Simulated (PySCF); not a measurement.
**C3HF2NS: core ionisation energies**

C₃HF₂NS.
Bonds: F1–C2, C2–N3 (aromatic), N3–C4 (aromatic), C4–S5 (aromatic), S5–C6 (aromatic), C6–F7, C2–C6 (aromatic). Hydrogens: H8 on C4.

Computed, not measured: PySCF, delta-SCF UKS SCAN, pcX-2 on the ionised atom, pcseg-1 elsewhere, spin-free X2C. Each binding energy is the total energy of the core-ionised species, with the hole localised on one atom, minus that of the ground state; both are solved self-consistently, so orbital relaxation is included.

Question: List the computed XPS lines with their assignment.

Answer: 
| atom(s) | environment | level | binding energy (eV) | above the level's lowest (eV) | count |
| --- | --- | --- | --- | --- | --- |
| C4 | aromatic CH next to a ring nitrogen | C 1s | 292.47 | 0.00 | 1 |
| C6 | aromatic C–F carbon | C 1s | 293.82 | +1.35 | 1 |
| C2 | aromatic C–F carbon | C 1s | 294.05 | +1.58 | 1 |
| N3 | pyridine-type nitrogen | N 1s | 405.73 | 0.00 | 1 |
| F1 | aryl fluorine | F 1s | 693.70 | 0.00 | 1 |
| F7 | aryl fluorine | F 1s | 694.09 | +0.39 | 1 |
| S5 | thiophene-type sulfur | S 1s | 2479.13 | 0.00 | 1 |

The listed C 1s values span 1.58 eV, from C4 (bonded to N (aromatic in the SMILES), S (aromatic in the SMILES) and H) to C2 (bonded to F, N (aromatic in the SMILES) and C (aromatic in the SMILES)). The widest gap between neighbouring values is 1.35 eV, between 292.47 and 293.82 eV. Summing the Pauling electronegativity differences to the bonded atoms, each weighted by its formal bond order, gives +0.43 for the lowest site and +2.17 for the highest; no listed site has a larger sum than the highest.

The listed F 1s values span 0.39 eV, from F1 (bonded to C) to F7 (bonded to C).

Question: Which photon energy gives electrons from F 1s of F7 a kinetic energy of 150 eV, and what is their de Broglie wavelength?

Answer: hν = 694.09 + 150 = 844.09 eV, recoil neglected; λ = 12.264 Å/√(E/eV) = 1.00 Å.

Question: Which effective nuclear charge Zeff reproduces each element's mean 1s value in the hydrogen-like formula E = 13.606 eV × Zeff²?

Answer: C (Z = 6): mean 293.4 eV, Zeff = 4.64, Z − Zeff = 1.36; N (Z = 7): mean 405.7 eV, Zeff = 5.46, Z − Zeff = 1.54; F (Z = 9): mean 693.9 eV, Zeff = 7.14, Z − Zeff = 1.86; S (Z = 16): mean 2479.1 eV, Zeff = 13.50, Z − Zeff = 2.50. Means run over the listed sites, weighted by atom count.

Not every level is listed. Isolated species at its GFN2-xTB geometry, gas phase.
